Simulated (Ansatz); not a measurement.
Molecule: C$_{3}$H$_{3}$, charge 1, multiplicity 1. It need not be the lowest isomer of its formula. 
Geometry from a B3LYP-D3(BJ)/def2-TZVP (Ansatz, an electronic-structure program) optimisation:
SMILES: [C]([CH])[CH2+]
```xyz
6

C     -1.2055    -0.2741    -0.0114
C      0.1021     0.0232     0.0010
C      1.2954     0.2946     0.0123
H     -1.6059    -1.0478     0.6419
H     -1.8893     0.2530    -0.6751
H      2.3426     0.5327     0.0222
```
Charge +1, spin multiplicity 1.

Basis-set convergence of Hartree-Fock and MP2 correlation energies (hartree) with Ansatz. Correlated levels leave the core frozen unless marked. Spin-orbit coupling is left out. Non-relativistic.

The Hartree-Fock reference is unstable (checked in the largest basis), which strains HF and MP2. 

```csv
basis,functions,E(HF),"E(corr, MP2)"
aug-cc-pVDZ,96,-114.96077,-0.35972
aug-cc-pVTZ,207,?,?
```

Problem. Some entries are withheld; supply them.

Solution. 
- aug-cc-pVTZ, E(HF): -114.99082
- aug-cc-pVTZ, E(corr, MP2): -0.43122
